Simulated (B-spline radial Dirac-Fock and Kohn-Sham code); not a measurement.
## Dipole and non-dipole photoemission parameters of Dy 5s

System: neutral dysprosium in the configuration [Xe] 4f10 6s2; threshold 53.03 eV (orbital energy of the model). The computed values come from a B-spline atomic structure program: Dirac-Hartree-Slater photoionisation with a Latter tail; cross sections with all multipoles, angular parameters from the dipole term and its interference with E2.

For linearly polarised light dσ/dΩ = σ/(4π) [1 + β P₂(cos θ) + (δ + γ cos²θ) sin θ cos φ], with θ from the polarisation vector and φ the angle between the beam and the projection of the electron momentum on the plane normal to the polarisation.

```tsv
hν (eV)	σ (kb)	β	γ
108	90.5	1.658	-0.012
164	74.7	1.821	0.183
175	70.9	1.834	0.204
178	69.9	1.838	0.209
200	62.9	1.857	0.244
205	61.4	1.860	0.251
236	53.1	1.877	0.285
322	36.7	1.904	0.342
351	32.9	1.909	0.354
400	27.8	1.917	0.368
484	21.5	1.926	0.381
600	15.8	1.935	0.385
622	15.0	1.936	0.384
1160	5.83	1.953	0.307
1253.6	5.15	1.954	0.289
1520	3.76	1.958	0.236
1530	3.72	1.958	0.234
1600	3.45	1.959	0.221
2000	2.37	1.962	0.146
2530	1.57	1.965	0.062
2984.4	1.17	1.967	0.003
3570	0.843	1.968	-0.054
4000	0.683	1.969	-0.085
5380	0.392	1.971	-0.135
6150	0.303	1.972	-0.137
6940	?	?	?
8047.8	0.179	1.973	-0.087
10900	0.0968	1.974	0.071
```

Question: Give the values at 6940 eV.

Answer: σ = 0.239 kb, β = 1.973, γ = -0.124. For an s subshell δ is negligible.
